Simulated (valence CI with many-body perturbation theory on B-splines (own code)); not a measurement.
## Ru XXXI: calculated level list

Level of theory: valence CI with perturbative core correlation (CI+MBPT): four valence electrons over a frozen Dirac-Fock core [Ne], a basis of 11 s, 11 p, 10 d, 8 f, 5 g, 2 h functions for each j, with the one-electron correlation potential Σ1, the two-electron term Σ2, the three-electron term Σ3, Breit, model QED; selected CI, second order for the rest, scaled by the run's own slope (own B-spline code, finite nucleus).

No measured spectrum was set against this ion. As an estimate, large intervals hold to a few tenths of a per cent, small ones and those within an open d or f shell to about a per cent. Among the levels kept, up to 710 cm⁻¹ of a level comes from second order outside the variational space, and about a tenth of that is noise between levels of different J, which matters for small intervals.

Levels 91 to 135 of 177, with energies above the lowest level, (3s^2 3p1/2^2) J=0. "Leading %" is the weight of the configuration and term that name the level; weights of strongly mixed levels are sums over their largest components and can fall short, so below about 35 % the name and the second component can differ from the true leading terms, or belong to a minority configuration. In the jj column 3d3/2^4 stands for four electrons in 3d with j = 3/2. Lifetimes count E1, E2, E3, M1 and M2 decay at the calculated energies, and are blank where another channel may lead or the interval is too uncertain; long ones can be off by a factor of two.

| No. | Configuration | Term | J | E (eV) | Leading % | Lifetime | Second component | Leading jj |
| --- | --- | --- | --- | --- | --- | --- | --- | --- |
| 91 | 3s2 3d2 | 3P | 2 | 322.23 | 35 | 2.62 ps | 14 % 3s2 3d2 1D | 3s^2 3d3/2 3d5/2 (34 %) |
| 92 | 3s2 3d2 | 3P | 1 | 324.33 | 40 | 3.05 ps | 30 % 3s 3p2 3d 3P | 3s 3p3/2^2 3d5/2 (48 %) |
| 93 | 3s2 3d2 | 1G | 4 | 324.57 | 72 | 5.14 ps | 18 % 3s 3p2 3d 1G | 3s^2 3d3/2 3d5/2 (43 %) |
| 94 | 3s 3p2 3d | 3P | 0 | 326.73 | 21 | 2.71 ps | 18 % 3p4 3P | 3s 3p3/2^2 3d3/2 (34 %) |
| 95 | 3s2 3d2 | 3P | 2 | 329.57 | 30 | 3.20 ps | 28 % 3s2 3d2 1D | 3s^2 3d5/2^2 (56 %) |
| 96 | 3p3 3d | 3F° | 2 | 331.02 | 37 | 20.3 ps | 11 % 3p3 3d 1D° | 3p1/2^2 3p3/2 3d3/2 (73 %) |
| 97 | 3s 3p2 3d | 1D | 2 | 332.06 | 58 | 2.79 ps | 12 % 3s 3p2 3d 3P | 3s 3p3/2^2 3d5/2 (63 %) |
| 98 | 3p3 3d | 3F° | 3 | 335.56 | 30 | 12.6 ps | 24 % 3p3 3d 5D° | 3p1/2^2 3p3/2 3d3/2 (62 %) |
| 99 | 3p3 3d | 3P° | 0 | 335.76 | 38 | 14.2 ps | 32 % 3p3 3d 5D° | 3p1/2^2 3p3/2 3d3/2 (79 %) |
| 100 | 3p3 3d | 5D° | 1 | 338.37 | 42 | 9.46 ps | 21 % 3p3 3d 3P° | 3p1/2^2 3p3/2 3d3/2 (81 %) |
| 101 | 3p3 3d | 5D° | 4 | 342.89 | 38 | 11.4 ps | 32 % 3p3 3d 3F° | 3p1/2^2 3p3/2 3d5/2 (84 %) |
| 102 | 3p3 3d | 3D° | 2 | 344.20 | 38 | 10.9 ps | 29 % 3p3 3d 5D° | 3p1/2^2 3p3/2 3d5/2 (66 %) |
| 103 | 3s2 3d2 | 1S | 0 | 345.50 | 64 | 2.69 ps | 20 % 3s 3p2 3d 1S | 3s^2 3d5/2^2 (53 %) |
| 104 | 3s 3p 3d2 | 5G° | 2 | 348.02 | 64 | 18.5 ps | 14 % 3s 3p 3d2 3F° | 3s 3p1/2 3d3/2^2 (71 %) |
| 105 | 3p3 3d | 3G° | 3 | 349.19 | 25 | 17.5 ps | 21 % 3p3 3d 3F° | 3p1/2^2 3p3/2 3d5/2 (32 %) |
| 106 | 3s 3p 3d2 | 5G° | 3 | 351.48 | 23 | 18.1 ps | 14 % 3p3 3d 3G° | 3s 3p1/2 3d3/2^2 (44 %) |
| 107 | 3p3 3d | 5D° | 0 | 352.92 | 45 | 10.9 ps | 33 % 3p3 3d 1S° | 3p1/2 3p3/2^2 3d3/2 (62 %) |
| 108 | 3p3 3d | 3D° | 1 | 354.03 | 47 | 13.0 ps | 26 % 3p3 3d 5D° | 3p1/2 3p3/2^2 3d3/2 (64 %) |
| 109 | 3s 3p 3d2 | 5G° | 2 | 354.09 | 23 | 13.2 ps | 22 % 3p3 3d 5D° | 3p1/2 3p3/2^2 3d3/2 (56 %) |
| 110 | 3s 3p 3d2 | 5G° | 3 | 356.01 | 50 | 18.8 ps | 13 % 3p3 3d 3F° | 3s 3p1/2 3d3/2 3d5/2 (53 %) |
| 111 | 3p3 3d | 3F° | 4 | 357.96 | 36 | 29.0 ps | 28 % 3s 3p 3d2 5G° | 3s 3p1/2 3d3/2 3d5/2 (43 %) |
| 112 | 3p3 3d | 3D° | 1 | 358.13 | 45 | 9.52 ps | 23 % 3p3 3d 3P° | 3p1/2^2 3p3/2 3d5/2 (62 %) |
| 113 | 3s 3p 3d2 | 5G° | 4 | 359.64 | 27 | 15.2 ps | 23 % 3p3 3d 3G° | 3s 3p1/2 3d3/2 3d5/2 (38 %) |
| 114 | 3p3 3d | 5D° | 3 | 360.05 | 43 | 9.33 ps | 19 % 3p3 3d 3D° | 3p1/2 3p3/2^2 3d5/2 (64 %) |
| 115 | 3p3 3d | 3F° | 4 | 363.77 | 25 | 15.4 ps | 25 % 3s 3p 3d2 5G° | 3p1/2 3p3/2^2 3d5/2 (51 %) |
| 116 | 3p3 3d | 3G° | 5 | 364.04 | 42 | 24.1 ps | 30 % 3s 3p 3d2 3G° | 3p1/2 3p3/2^2 3d5/2 (42 %) |
| 117 | 3s 3p 3d2 | 5D° | 0 | 364.97 | 83 | 8.23 ps | 9 % 3s 3p 3d2 3P° | 3s 3p1/2 3d3/2^2 (54 %) |
| 118 | 3s 3p 3d2 | 5D° | 1 | 365.63 | 30 | 6.92 ps | 21 % 3s 3p 3d2 5F° | 3s 3p1/2 3d3/2 3d5/2 (55 %) |
| 119 | 3s 3p 3d2 | 5D° | 2 | 366.09 | 33 | 7.68 ps | 24 % 3s 3p 3d2 5F° | 3s 3p1/2 3d3/2 3d5/2 (65 %) |
| 120 | 3p3 3d | 1D° | 2 | 367.27 | 16 | 7.15 ps | 13 % 3p3 3d 3F° | 3p1/2 3p3/2^2 3d3/2 (41 %) |
| 121 | 3s 3p 3d2 | 3S° | 1 | 367.29 | 24 | 7.01 ps | 23 % 3s 3p 3d2 5D° | 3s 3p1/2 3d3/2^2 (38 %) |
| 122 | 3s 3p 3d2 | 5F° | 1 | 368.42 | 44 | 4.99 ps | 28 % 3s 3p 3d2 5D° | 3s 3p1/2 3d3/2^2 (47 %) |
| 123 | 3s 3p 3d2 | 5D° | 3 | 368.50 | 28 | 7.87 ps | 19 % 3s 3p 3d2 5F° | 3s 3p1/2 3d3/2 3d5/2 (52 %) |
| 124 | 3p3 3d | 1G° | 4 | 369.12 | 65 | 10.0 ps | 18 % 3p3 3d 5D° | 3p1/2 3p3/2^2 3d5/2 (53 %) |
| 125 | 3s 3p 3d2 | 5D° | 2 | 369.80 | 21 | 6.83 ps | 12 % 3p3 3d 3P° | 3s 3p1/2 3d3/2 3d5/2 (40 %) |
| 126 | 3s 3p 3d2 | 5G° | 5 | 369.91 | 57 | 18.3 ps | 23 % 3p3 3d 3G° | 3s 3p1/2 3d5/2^2 (42 %) |
| 127 | 3p3 3d | 1P° | 1 | 371.67 | 27 | 6.48 ps | 19 % 3s 3p 3d2 5P° | 3p1/2 3p3/2^2 3d5/2 (38 %) |
| 128 | 3p3 3d | 3P° | 0 | 373.01 | 42 | 10.0 ps | 12 % 3p3 3d 1S° | 3p1/2 3p3/2^2 3d5/2 (45 %) |
| 129 | 3p3 3d | 3P° | 2 | 373.67 | 26 | 4.99 ps | 25 % 3s 3p 3d2 5F° | 3s 3p1/2 3d3/2 3d5/2 (22 %) |
| 130 | 3s 3p 3d2 | 5D° | 4 | 374.57 | 54 | 6.59 ps | 25 % 3s 3p 3d2 5F° | 3s 3p1/2 3d5/2^2 (61 %) |
| 131 | 3s 3p 3d2 | 5F° | 3 | 375.95 | 31 | 5.26 ps | 28 % 3s 3p 3d2 5D° | 3s 3p1/2 3d3/2 3d5/2 (59 %) |
| 132 | 3p3 3d | 3P° | 1 | 377.14 | 35 | 5.46 ps | 21 % 3p3 3d 3D° | 3p1/2 3p3/2^2 3d5/2 (33 %) |
| 133 | 3s 3p 3d2 | 3F° | 2 | 377.34 | 42 | 9.24 ps | 14 % 3p3 3d 3F° | 3s 3p1/2 3d5/2^2 (37 %) |
| 134 | 3s 3p 3d2 | 3G° | 3 | 377.48 | 23 | 8.47 ps | 18 % 3s 3p 3d2 1F° | 3s 3p1/2 3d3/2 3d5/2 (32 %) |
| 135 | 3p3 3d | 3D° | 3 | 379.03 | 31 | 5.06 ps | 12 % 3s 3p 3d2 5D° | 3p1/2 3p3/2^2 3d3/2 (24 %) |

Where two levels of one J and parity lie close, their mixing, g and order are uncertain.
